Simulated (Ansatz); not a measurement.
One change: `[F][Ga]([F])[Br]` becomes `C[S][Ga]([F])[F]`.

Ansatz, PBE0-D4/def2-TZVP geometries, multiplicity 1. Each molecule was computed in one conformer, which needn't be the lowest.

Scalar relativity is left out up to krypton.

```tsv
property	`[F][Ga]([F])[Br]`
HOMO–LUMO gap (B3LYP/def2-TZVPP) / eV	6.56
HOMO energy (PBE0/def2-TZVPP) / eV	-9.42
LUMO energy (PBE/def2-TZVPP) / eV	-3.17
HOMO–LUMO gap (PBE/def2-TZVPP) / eV	4.90
HOMO energy (B3LYP/def2-TZVPP) / eV	-9.15
HOMO energy (PBE/def2-TZVPP) / eV	-8.06
```

(1) Give the same properties after the change, and the shifts. (An estimate is asked.)

## Answers

(1) Computed: 
| property | `C[S][Ga]([F])[F]` | shift |
| --- | --- | --- |
| HOMO–LUMO gap (B3LYP/def2-TZVPP) / eV | 5.85 | -0.71 |
| HOMO energy (PBE0/def2-TZVPP) / eV | -7.88 | 1.54 |
| LUMO energy (PBE/def2-TZVPP) / eV | -2.40 | 0.77 |
| HOMO–LUMO gap (PBE/def2-TZVPP) / eV | 4.24 | -0.66 |
| HOMO energy (B3LYP/def2-TZVPP) / eV | -7.65 | 1.50 |
| HOMO energy (PBE/def2-TZVPP) / eV | -6.64 | 1.42 |

With PBE0 the HOMO rises by 1.54 eV and the LUMO rises by 0.76 eV, so the gap narrows by about 0.78 eV. PBE moves the HOMO by 1.42 eV and ωB97M-V by 1.61 eV. The zero-point energy changes by 100.3 kJ/mol with +12 modes.

B3LYP here is the variant with VWN-RPA as its local correlation; programs differ in this.

Spin–orbit coupling is left out; it splits and shifts lone-pair levels of the heavy atoms by tenths of an eV.
